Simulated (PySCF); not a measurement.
## Structure and norm of the vector part βᵢ = ⅓ Σⱼ (βᵢⱼⱼ + βⱼᵢⱼ + βⱼⱼᵢ) of the static first hyperpolarisability

Computed with quadratic response CAM-B3LYP/aug-cc-pVDZ first hyperpolarisability, Taylor convention, gas phase in PySCF 2.14.0. Geometry: PBE0-D3(BJ)/def2-SVP.

Each molecule in one low-energy conformer.

Problem. How does the norm of the vector part βᵢ = ⅓ Σⱼ (βᵢⱼⱼ + βⱼᵢⱼ + βⱼⱼᵢ) of the static first hyperpolarisability change along this series?
- OB(O)c1cccs1 (H on C replaced by B(OH)2)
- c1ccc(-c2cccs2)nc1 (H on C replaced by 2-pyridyl)
- CSc1cccs1 (H on C replaced by SCH3)
- COC(=O)c1cccs1 (H on C replaced by COOCH3)

Solution. 
| molecule | static β vector norm (au) | static β HRS (au) | S1 (eV) |
| --- | --- | --- | --- |
| OB(O)c1cccs1 | 90 | 62 | 5.33 |
| c1ccc(-c2cccs2)nc1 | 618 | 263 | 4.39 |
| CSc1cccs1 | 289 | 122 | 4.79 |
| COC(=O)c1cccs1 | 160 | 98 | 5.05 |

The norm of the vector part βᵢ = ⅓ Σⱼ (βᵢⱼⱼ + βⱼᵢⱼ + βⱼⱼᵢ) of the static first hyperpolarisability is lowest for OB(O)c1cccs1 and highest for c1ccc(-c2cccs2)nc1.
